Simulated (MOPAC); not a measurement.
Input for MOPAC: AM1 on FHOSn (SMILES [OH][Sn][F]), a point of a bond scan (R = 1.770 Å).

```
AM1 1SCF PRECISE CHARGE=0 THREADS=1
FHOSn

Sn     0.17128322 1     0.03284367 1     0.32223931 1
F     -0.19401294 1     1.18268299 1    -0.97270868 1
O     -0.67402817 1    -1.51488275 1    -0.57778587 1
H     -1.06052282 1    -1.31710786 1    -1.44035232 1
```

Output:

```
*******************************************************************************
 **                                                                           **
 **                              MOPAC v23.2.5                                **
 **                                                                           **
 *******************************************************************************
 ** MOPAC's Digital Object Identifier: https://doi.org/10.5281/zenodo.6511958 **
 **                                                                           **
 ** Please cite the open-source release paper for use of this MOPAC version:  **
 ** J. E. Moussa and J. J. P. Stewart (2026)                                  **
 ** MOPAC: An open-source semiempirical molecular orbital program             **
 ** J. Open Source Softw., 11(119), 8025, https://doi.org/10.21105/joss.08025 **
 *******************************************************************************

                              AM1 CALCULATION RESULTS

 *******************************************************************************
 *  AM1        - The AM1 Hamiltonian to be used
 *
 *
 *
 *                 CHARGE ON SYSTEM = 0
 *
 *
 *
 *  PRECISE    - TIGHTER CRITERIA TO BE USED
 *  1SCF       - DO 1 SCF AND THEN STOP
 *  THREADS=1  - MULTI-THREADING NOT USED
 *  T=         - A TIME OF 172800.0 SECONDS REQUESTED
 *  DUMP=N     - RESTART FILE WRITTEN EVERY 7200.0 SECONDS REQUESTED
 *******************************************************************************
AM1 1SCF PRECISE CHARGE=0 THREADS=1
 FHOSn

   ATOM   CHEMICAL          X               Y               Z
  NUMBER   SYMBOL      (ANGSTROMS)     (ANGSTROMS)     (ANGSTROMS)

     1      Sn          0.17128322  *   0.03284367  *   0.32223931  *
     2       F         -0.19401294  *   1.18268299  *  -0.97270868  *
     3       O         -0.67402817  *  -1.51488275  *  -0.57778587  *
     4       H         -1.06052282  *  -1.31710786  *  -1.44035232  *



          CARTESIAN COORDINATES

    NO.       ATOM           X           Y           Z

     1        Sn          0.1713      0.0328      0.3222
     2         F         -0.1940      1.1827     -0.9727
     3         O         -0.6740     -1.5149     -0.5778
     4         H         -1.0605     -1.3171     -1.4404

  H: (AM1): M.J.S. DEWAR ET AL, J. AM. CHEM. SOC. 107 3902-3909 (1985)
  O: (AM1): M.J.S. DEWAR ET AL, J. AM. CHEM. SOC. 107 3902-3909 (1985)
  F: (AM1): M.J.S. DEWAR AND E. G. ZOEBISCH, THEOCHEM, 180, 1 (1988).
 Sn: (AM1): J. J. P. STEWART, J. MOL. MOD., 10, 155-164 (2004)

           Empirical Formula: H O Sn F  =     4 atoms



      MOLECULAR POINT GROUP   :   Cs


      RHF CALCULATION, NO. OF DOUBLY OCCUPIED LEVELS = 9


 -------------------------------------------------------------------------------
 AM1 1SCF PRECISE CHARGE=0 THREADS=1
 FHOSn



     1SCF WAS SPECIFIED, SO BFGS WAS NOT USED
     SCF FIELD WAS ACHIEVED


                              AM1 CALCULATION
                                                       MOPAC v23.2.5 Linux




          FINAL HEAT OF FORMATION =       -101.94292 KCAL/MOL =    -426.52917 KJ/MOL


          COSMO AREA              =         97.09 SQUARE ANGSTROMS
          COSMO VOLUME            =         85.22 CUBIC ANGSTROMS

          IONIZATION POTENTIAL    =          8.394961 EV
          HOMO LUMO ENERGIES (EV) =         -8.395  0.572
          NO. OF FILLED LEVELS    =          9
          MOLECULAR WEIGHT        =        154.6957         POINT GROUP:  Cs

          MOLECULAR DIMENSIONS (Angstroms)

            Atom       Atom       Distance
            O     3    F     2     2.76826
            H     4   Sn     1     2.19411
            O     3    H     4     0.00000


          SCF CALCULATIONS        =          1





   ATOM   CHEMICAL          X               Y               Z
  NUMBER   SYMBOL      (ANGSTROMS)     (ANGSTROMS)     (ANGSTROMS)

     1      Sn          0.17128322  *   0.03284367  *   0.32223931  *
     2       F         -0.19401294  *   1.18268299  *  -0.97270868  *
     3       O         -0.67402817  *  -1.51488275  *  -0.57778587  *
     4       H         -1.06052282  *  -1.31710786  *  -1.44035232  *

                             CARTESIAN COORDINATES

   1   Sn        0.171283220     0.032843670     0.322239310
   2    F       -0.194012940     1.182682990    -0.972708680
   3    O       -0.674028170    -1.514882750    -0.577785870
   4    H       -1.060522820    -1.317107860    -1.440352320


           Empirical Formula: H O Sn F  =     4 atoms



      MOLECULAR POINT GROUP   :   Cs


                  EIGENVALUES
 -46.30424 -33.90622 -15.78484 -13.77149 -13.05422 -13.03493 -11.45961 -10.83915
  -8.39496   0.57240   1.98574   2.59974   7.08256


              NET ATOMIC CHARGES AND DIPOLE CONTRIBUTIONS

  ATOM NO.   TYPE          CHARGE      No. of ELECS.   s-Pop       p-Pop
    1         Sn           1.249236        2.7508     1.89911     0.85165
    2          F          -0.640587        7.6406     1.86103     5.77956
    3          O          -0.795537        6.7955     1.85097     4.94456
    4          H           0.186888        0.8131     0.81311
 DIPOLE           X         Y         Z       TOTAL
 POINT-CHG.     3.248     1.164     5.841     6.784
 HYBRID        -1.975    -0.074    -3.868     4.343
 SUM            1.273     1.091     1.974     2.589


          ATOMIC ORBITAL ELECTRON POPULATIONS

     Atom    s        px        py        pz
    1 Sn   1.89911   0.27290   0.22900   0.34976
    2  F   1.86103   1.90282   1.93391   1.94283
    3  O   1.85097   1.76521   1.82191   1.35744
    4  H   0.81311

 **********************
 *                    *
 * JOB ENDED NORMALLY *
 *                    *
 **********************




 == MOPAC DONE ==
```

The run finished.

Cost: about 0.020 core-seconds (a rough figure).
